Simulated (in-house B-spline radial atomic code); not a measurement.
The numbers below are computed, except where a source is named.
## Weak and strong correlation along the adiabatic connection

Two-electron singlets in several external potentials (atomic units), by full CI in B-splines with partial waves to l = 8 (correlation energies up to 0.6 % small). The repulsion is scaled by λ at fixed density; W(λ) is the mean repulsion less the Hartree energy, W(0) = E_x, and the area under W from 0 to 1 is E_xc.

Relative drop (W(λ) − E_x)/E_x:

| system | λ = 0.12 | λ = 0.25 | λ = 0.4 | λ = 0.6 | λ = 0.8 | λ = 1 |
| --- | --- | --- | --- | --- | --- | --- |
| −Z/r, Z = 7.34, wall at 0.761 bohr | 0.0025 | 0.0051 | 0.0082 | 0.0121 | 0.0160 | 0.0198 |
| ω²r²/2 − Z/r, ω = 0.104, Z = 0.7 | 0.0298 | 0.0574 | 0.0845 | 0.1145 | 0.1392 | 0.1598 |
| ω²r²/2 − Z/r, ω = 0.908, Z = 3 | 0.0063 | 0.0130 | 0.0204 | 0.0298 | 0.0388 | 0.0473 |
| ω²r²/2 − Z/r, ω = 0.124, Z = -0.5 | 0.0626 | 0.1125 | 0.1543 | 0.1934 | 0.2207 | 0.2407 |
| −Z/r, Z = 0.75, wall at 2 bohr | 0.0125 | 0.0252 | 0.0389 | 0.0556 | 0.0708 | 0.0846 |
| ω²r²/2 − Z/r, ω = 0.0596, Z = -1 | 0.1190 | 0.1906 | 0.2378 | 0.2737 | 0.2955 | 0.3103 |
| −V exp(−r²/w²), V = 2.13, w = 3.0 | 0.0209 | 0.0413 | 0.0623 | 0.0865 | 0.1074 | 0.1254 |

Order the systems by how far second-order (GL2) theory, half the initial slope (estimated from the first points of each curve), overshoots the correlation energy, least first.
A. −V exp(−r²/w²), V = 2.13, w = 3.0
B. −Z/r, Z = 0.75, wall at 2 bohr
C. ω²r²/2 − Z/r, ω = 0.124, Z = -0.5
D. ω²r²/2 − Z/r, ω = 0.0596, Z = -1
E. ω²r²/2 − Z/r, ω = 0.104, Z = 0.7
F. −Z/r, Z = 7.34, wall at 0.761 bohr
G. ω²r²/2 − Z/r, ω = 0.908, Z = 3

F (GL2/E_c = 1.03), G (GL2/E_c = 1.09), B (GL2/E_c = 1.18), A (GL2/E_c = 1.30), E (GL2/E_c = 1.43), C (GL2/E_c = 1.90), D (GL2/E_c = 2.85).

What else changes along this order?

The ratio follows the bend of the curve. With it the leading natural occupation goes from 1.999 to 1.557 and −T_c/E_c from 0.97 to 0.35 between the first and the last.
